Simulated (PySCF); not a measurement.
## Computed spin Hamiltonian

C5H7O2 (doublet state).
Numbering: `[CH2:1][C:2](=[O:3])/[CH:4]=[CH:5]/[O:6][CH3:7]` (hydrogens: H8, H9 on C1; H10 on C4; H11 on C5; H12, H13, H14 on C7)

Geometry (GFN2-xTB, Å), atoms numbered from 1 in this order:
```
atom  x, y, z in Å
C1    -2.6605    0.4774    0.2861
C2    -1.7575   -0.4928   -0.2239
O3    -2.1369   -1.6101   -0.5993
C4    -0.3451   -0.0846   -0.2754
C5     0.5765   -0.9408   -0.7421
O6     1.8924   -0.7775   -0.8734
C7     2.4552    0.4561   -0.4780
H8    -3.7078    0.2409    0.3501
H9    -2.3300    1.4467    0.6122
H10   -0.0991    0.9064    0.0711
H11    0.2633   -1.9234   -1.0756
H12    3.5234    0.3763   -0.6698
H13    2.0388    1.2829   -1.0602
H14    2.2865    0.6422    0.5865
```

The hyperfine couplings belong to this conformer and change with its torsions.

Method used: UKS B3LYP, pcH-1 on C H O, non-relativistic, mean-field spin-orbit, GIAO in PySCF 2.14.0. Isolated species at its GFN2-xTB geometry (one conformer only). The geometry wasn't refined by DFT: couplings that depend on bond lengths, twists or pyramidal angles can differ widely from those at the functional's own minimum. No stability test was run, so a lower SCF solution isn't excluded.

```json
{
 "g1, g2, g3": "2.00213, 2.00403, 2.00793",
 "g_iso": "2.00469",
 "Form of g": "rhombic: the two nearest values differ by 33 % of g3 − g1",
 "⟨S²⟩": "0.7625 (exact 0.7500)"
}
```

Hyperfine couplings atom by atom, in MHz; T1 to T3 are the principal values of the dipolar part:

| atom | isotope | a_iso | T1 | T2 | T3 | Mulliken spin population |
| --- | --- | --- | --- | --- | --- | --- |
| C1 | 13C | 69.1 | -67.8 | -67.1 | 135.0 | 0.90 |
| C2 | 13C | -39.6 | -14.2 | 4.1 | 10.0 | -0.12 |
| O3 | 17O | -17.3 | -82.2 | 40.6 | 41.5 | 0.27 |
| C4 | 13C | -1.5 | -1.4 | 0.5 | 0.9 | 0.00 |
| C5 | 13C | -0.7 | -1.4 | -0.2 | 1.7 | 0.02 |
| O6 | 17O | -1.2 | -3.6 | 1.7 | 1.9 | 0.01 |
| C7 | 13C | -0.4 | -0.2 | -0.1 | 0.3 | 0.00 |
| H8 | 1H | -53.4 | -30.9 | -2.0 | 32.9 | -0.04 |
| H9 | 1H | -53.6 | -32.8 | -1.4 | 34.1 | -0.04 |
| H10 | 1H | -0.7 | -3.0 | -2.4 | 5.4 | 0.00 |
| H11 | 1H | -0.9 | -1.7 | -1.1 | 2.8 | 0.00 |
| H12 | 1H | 0.0 | -0.4 | -0.3 | 0.7 | 0.00 |
| H13 | 1H | 1.1 | -0.7 | -0.4 | 1.1 | 0.00 |
| H14 | 1H | 1.1 | -0.7 | -0.4 | 1.1 | 0.00 |

Largest spin populations (Mulliken): C1 (+0.90), O3 (+0.27) and C2 (-0.12). The positive populations add up to 1.20 and the negative ones to -0.20, together 2S = 1. The angles at C1 add up to 360.0°, so it is planar; its axial dipolar tensor and the negative couplings of its protons fit spin in a p orbital normal to that plane.

Axes: g3 points within 10° of the C2–O3 bond.

Under fast tumbling the dipolar parts average out, and these isotropic splittings remain: 1 × 1H (H9, I = 1/2, 2 lines) with 1.91 mT, 1 × 1H (H8, I = 1/2, 2 lines) with 1.90 mT and 1 × 1H (H11, I = 1/2, 2 lines) with 0.03 mT.

H8 and H9 aren't averaged: C1 is flat or nearly so (angle sum 360°), and its turn about the short C1–C2 bond (1.42 Å) is taken as slow.

The 17O coupling of O3 (-17.3 MHz) shows only in satellite lines or after enrichment, since that isotope makes up about 0.038 % of natural oxygen.

The 13C coupling of C1 (69.1 MHz) shows only in satellite lines or after enrichment, since that isotope makes up about 1.07 % of natural carbon.

β density exceeds α density at some nuclei, such as C2 (-0.0353), H9 (-0.0120) and H8 (-0.0120), spin density in bohr⁻³. In a single determinant that takes different orbitals for the two spins, that is spin polarisation.
